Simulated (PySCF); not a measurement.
Computed shifts of a molecule C2H9ClOSi2, PBE/pcSseg-1 run with PySCF, GIAO, gas phase, atoms alike by connectivity averaged where their shifts nearly agree, in ppm (number of nuclei): ¹³C: 7.2 (1), 2.1 (1). ²⁹Si: 5.6 (1), -10.6 (1). ¹H: 6.01 (1), 5.65 (1), 5.42 (1), 0.83 (3), 0.80 (3). References: ¹³C against TMS (σ = 182.0 ppm); ²⁹Si against TMS (σ = 335.4 ppm); ¹⁷O against H2O (σ = 334.3 ppm); ³⁵Cl against HCl (σ = 936.5 ppm); ¹H against TMS (σ = 31.49 ppm), references at their B3LYP-D3(BJ)/def2-TZVP geometries, non-relativistic (without spin–orbit terms, shifts of atoms bonded to Cl or Br come out too high). The structure is a stationary point at ωB97X-D3(BJ)/def2-SVP. The values are those of a single conformer.

Question: Which molecule gave these data?
A. C[SiH2][C@H](O)[SiH2]Cl
B. COC[SiH2][SiH2]Cl
C. C[SiH2]O[Si@@H](C)Cl
D. O[C@@H](C[SiH3])[SiH2]Cl

Answer: C, C[SiH2]O[Si@@H](C)Cl
